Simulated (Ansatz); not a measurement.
Si19OH26⁻, a nanocrystal with a defect cut from the lattice of silicon (double-bonded O in place of two caps). Charge -1, multiplicity 2. Geometry PBE-D4/def2-SVP, that of the neutral singlet.

```xyz
46

Si   -1.259   -0.093    3.785
Si   -1.212   -3.349    1.852
Si   -1.406    3.269    1.844
Si   -1.236   -0.038   -0.036
Si   -1.534    3.295   -1.900
Si    1.811    2.274   -0.145
Si   -1.457   -0.072   -3.796
Si    1.955   -1.047    1.802
Si    1.871   -1.074   -2.036
Si   -1.386   -3.330   -2.035
Si   -0.811    2.219    3.868
Si   -0.392   -1.139    1.861
Si   -0.751   -4.553   -0.123
Si    2.765    1.165    1.703
Si   -0.534    2.203   -0.067
Si   -0.475   -1.166   -1.956
Si   -1.126    2.272   -3.990
Si    2.619    1.160   -2.057
Si    2.820   -2.082   -0.129
O    -2.404   -0.882   -4.743
H    -0.721   -0.773    5.020
H    -2.757   -0.281    3.763
H    -2.711   -3.254    2.006
H    -0.669   -4.085    3.053
H    -2.910    3.234    1.722
H    -0.975    4.715    1.856
H    -2.746   -0.086   -0.014
H    -3.027    3.259   -1.677
H    -1.102    4.740   -1.940
H     2.260    3.716   -0.168
H     2.504   -1.730    3.032
H     2.338   -1.782   -3.286
H    -2.886   -3.189   -2.048
H    -0.935   -4.029   -3.290
H    -1.604    2.840    4.994
H     0.651    2.448    4.151
H    -1.506   -5.861   -0.075
H     0.720   -4.872   -0.187
H     2.505    1.916    2.984
H     4.260    1.104    1.491
H     0.304    2.512   -4.406
H    -2.049    2.818   -5.049
H     2.183    1.859   -3.320
H     4.128    1.160   -2.017
H     2.578   -3.569   -0.127
H     4.312   -1.845   -0.168
```

Single mean-field runs in def2-TZVP are fitted with def2-universal-jkfit. At BLYP-D4/def2-TZVP the highest occupied level of the charge -1 doublet lies above zero (up to 0.23 eV). By energy differences its removal costs 1.63 eV (vertical, to the charge 0 singlet, at BLYP-D4/def2-TZVP); self-interaction error and the lack of diffuse functions both raise the level.

(1) Estimate the α-spin orbital energies around the gap (eV) in Ansatz with PBE-D4/def2-TZVP, BLYP-D4/def2-TZVP, PBE0-D4/def2-TZVP.

Results:

(1) 
| orbital | PBE-D4/def2-TZVP | BLYP-D4/def2-TZVP | PBE0-D4/def2-TZVP |
| --- | --- | --- | --- |
| HOMO−5 | -3.81 | -3.63 | -4.79 |
| HOMO−4 | -3.59 | -3.42 | -4.76 |
| HOMO−3 | -3.53 | -3.37 | -4.53 |
| HOMO−2 | -3.34 | -3.15 | -4.45 |
| HOMO−1 | -2.12 | -1.94 | -3.09 |
| HOMO | -0.03 | 0.23 | -0.61 |
| LUMO | 0.37 | 0.60 | 1.01 |
| LUMO+1 | 0.46 | 0.69 | 1.12 |
| LUMO+2 | 0.51 | 0.74 | 1.17 |
| LUMO+3 | 0.52 | 0.76 | 1.19 |
| LUMO+4 | 0.66 | 0.89 | 1.34 |
| LUMO+5 | 0.75 | 0.97 | 1.46 |
| β HOMO | -2.03 | -1.85 | -2.96 |
| β LUMO | 0.37 | 0.60 | 1.02 |
